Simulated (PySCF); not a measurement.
Compound: C4H5IO.
Atom-mapped SMILES: `[CH2:1]=[CH:2][O:3]/[CH:4]=[CH:5]\[I:6]` (hydrogens: H7, H8 on C1; H9 on C2; H10 on C4; H11 on C5)

Computed, not measured: PBE0-D3(BJ)/def2-SVP geometry optimisation, gas phase, def2 core potentials past Kr in PySCF 2.14.0.

Question: What internal coordinates does the optimisation give?

Answer: 
```
  bond  length (Å)
 C1=C2       1.330
 C2–O3       1.357
 O3–C4       1.342
 C4=C5       1.334
 C5–I6       2.078
 C1–H7       1.092
 C1–H8       1.090
 C2–H9       1.097
C4–H10       1.098
C5–H11       1.089
```

A selection of angles:
```
    angle  degrees
 C2–C1–H7    121.1
 C2–C1–H8    119.5
 H7–C1–H8    119.3
 C1–C2–O3    121.8
 C1–C2–H9    123.1
 O3–C2–H9    115.1
 C2–O3–C4    119.2
 O3–C4–C5    123.6
O3–C4–H10    116.3
C5–C4–H10    120.1
 C4–C5–I6    123.6
C4–C5–H11    120.6
I6–C5–H11    115.7
```

Torsions: C1–C2–O3–C4 180° (antiperiplanar); C2–O3–C4–C5 -179° (antiperiplanar); O3–C4–C5–I6 0° (synperiplanar).

The 6 heavy atoms lie in one plane (0.006 Å rms). Of the pairs four or more bonds apart, H9···H10 is among the closest relative to their van der Waals radii: 2.15 Å, 90 % of the sum of Bondi's values.

Point group: Cs (every atom within 0.08 Å of its image). Not checked by PBE0-D3(BJ)/def2-SVP frequencies. The numbers are those of one conformer.
